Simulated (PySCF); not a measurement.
## Nuclear quadrupole coupling in `CCCc1ccsc1[O-]`

Species: C₇H₉OS (charge -1).
Cartesian coordinates in Å at the GFN2-xTB level; atoms count from 1:
```
atom  x, y, z in Å
C1     1.9379   -0.5744   -0.8092
C2     1.6405    0.0337    0.5540
C3     0.4925    1.0517    0.4746
C4    -0.8156    0.4207    0.0944
C5    -1.6106   -0.3281    0.9879
C6    -2.7427   -0.8428    0.4553
S7    -2.9098   -0.4239   -1.2296
C8    -1.3115    0.5243   -1.1953
O9    -0.9043    1.0952   -2.2071
H10    2.7237   -1.3286   -0.7453
H11    1.0367   -1.0346   -1.2052
H12    2.2483    0.2000   -1.5078
H13    1.3627   -0.7609    1.2529
H14    2.5412    0.5232    0.9452
H15    0.7428    1.8081   -0.2741
H16    0.4007    1.5509    1.4487
H17   -1.3350   -0.4725    2.0251
H18   -3.5063   -1.4357    0.9239
```

Field gradients from the PBE0/pcSseg-1 density (PySCF, non-relativistic), principal values in atomic units, ordered |Vxx| ≤ |Vyy| ≤ |Vzz|:

```tsv
atom	Vxx	Vyy	Vzz
S7	-0.0358	-1.7093	1.7451
O9	-0.0299	-1.0346	1.0645
```

**Question.** Find the asymmetry η = (Vxx − Vyy)/Vzz and the couplings χ = eQV/h (234.96 MHz × Q in barn × V in au), with Q(33S) = −0.0678 b, Q(17O) = −0.0256 b.

**Answer.** 
```tsv
atom	environment	nucleus	η	χzz (MHz)	χxx (MHz)	χyy (MHz)
S7	thiophene-type sulfur	33S	0.96	-27.80	0.57	27.23
O9	aryloxide oxygen	17O	0.94	-6.40	0.18	6.22
```

At S7 and O9 η is above 0.9: Vyy and Vzz are nearly equal in size and opposite in sign, so a small change could swap them and flip the sign of χzz. 

**Question.** What is Vzz at O9 in SI units (1 au = 9.71736 × 10²¹ V/m²)?

**Answer.** 1.0645 au = 10.344 × 10²¹ V/m².

**Question.** And the gradient at the other heavy atoms, for which no coupling is worked out here?

**Answer.** 
| atom | environment | Vzz (au) | η |
| --- | --- | --- | --- |
| C1 | methyl carbon | -0.067 | 0.59 |
| C2 | chain CH2 carbon | 0.031 | 0.61 |
| C3 | benzylic-type carbon | 0.065 | 0.95 |
| C4 | substituted aromatic carbon | -0.101 | 0.98 |
| C5 | aromatic CH carbon | 0.223 | 0.65 |
| C6 | aromatic CH next to a ring sulfur | 0.237 | 0.15 |
| C8 | aromatic carbon bearing oxygen | -0.374 | 0.04 |

Were the hydrogens deuterons (Q(2H) = 0.00286 b), χzz would run from 203 kHz (H16, H15 and H14) to 240 kHz (H18).

Isolated species at its GFN2-xTB geometry (one conformer only). The pcSseg-1 basis has no diffuse functions, a weakness for an anion. GFN2-xTB bond lengths can be off by several hundredths of an ångström, more for odd bonds, and the gradients follow them. With so small a basis the couplings can be 20 % off.

The run behind these numbers computed NMR shieldings as well. The run took 45 s of wall time (grids of density and orbitals included) on one thread of an Arm Neoverse V1, shared host, and the process peaked at 0.92 GiB of memory.
